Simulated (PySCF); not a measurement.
# Run times: strontium in x2c-TZVPall-2c with one added diffuse shell each of s, p, d type

Measured wall times of calculations with PySCF 2.14 in x2c-TZVPall-2c with one added diffuse shell each of s, p, d type (9s10p8d1f, 86 functions), with two-component X2C-1e, run from one Python driver. Hardware: 1 thread of Neoverse-V1 on a shared host, 1.3 GiB allowed. The two-electron integrals over 86 functions were computed once and kept in memory (2.4 CPU seconds with the set-up); the times below exclude them.

Launch command (the driver calls PySCF for each step listed in the task file):

```bash
OMP_NUM_THREADS=1 python sorun2.py TASK.json OUT
```

```csv
species,step,iterations,wall time (s)
Sr [Kr] 5s2,"GHF, spin-free",4,1.6
Sr [Kr] 5s2,"GMP2 (10 electrons), spin-free",,0.62
Sr [Kr] 5s2,"GHF, screened spin-orbit",6,2.1
Sr [Kr] 5s2,"GMP2 (10 electrons), screened spin-orbit",,0.43
Sr [Kr] 5s1 5p1,"GHF, spin-free",10,3.2
Sr [Kr] 5s1 5p1,"GMP2 (10 electrons), spin-free",,0.42
Sr [Kr] 5s1 5p1,"GHF, screened spin-orbit",10,3.2
Sr [Kr] 5s1 5p1,"GMP2 (10 electrons), screened spin-orbit",,0.42
```

Peak memory of the process: 0.3 GiB. Times on a shared host vary from run to run.
